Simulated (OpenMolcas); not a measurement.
**F2+: Slater's ratio, worked from levels**

| Property | Result |
| --- | --- |
| Program | OpenMolcas |
| Basis | ANO-R3 [4s4p2d1f] |
| Scalar Hamiltonian | X2C, finite nucleus |
| Active space | 5 electrons in 4 orbitals (2s 2p) |
| State averaging | 2S+1 = 4 odd, 1 root; 2S+1 = 2 odd, 8 roots; 2S+1 = 4 even, 3 roots; 2S+1 = 2 even, 9 roots |
| Spin-orbit coupling | RASSI with atomic mean-field integrals over the reference wave functions, term energies averaged over their components |

Methods: CASSCF; SS-CASPT2, IPEA 0.25 Eh, imaginary shift 0.1 Eh (closed shells correlated: 1s).

**Slater's ratio.** With one set of orbitals, p3 has 2D* - 4S* = 9 F2 and 2P* - 2D* = 6 F2 (F2 = F²/25), a ratio of 2/3. Term energies are centres of gravity, weighted by 2J + 1.

```csv
Source,2D* - 4S*,2P* - 4S*,F2 from the first,Ratio
CASSCF,37875,51984,4208,0.373
SS-CASPT2,34976,52252,3886,0.494
```

Energies in cm-1. A ratio away from 2/3 shows effects beyond one configuration with one set of orbitals, and in heavier atoms second-order spin-orbit shifts. In CASSCF the valence s occupation is 1.94 in 2P* against 2.00 in 2D*: mixing out of s² acts most on 2P* and pulls it down.

CASPT2 does not keep the components of a term degenerate, so their means are used; among the terms shown or strongly mixed into the levels shown the widest spread is 150 cm-1 (2s2 2p3 2D*, SS-CASPT2). Levels of configurations outside the active space are missing.

* marks odd parity.
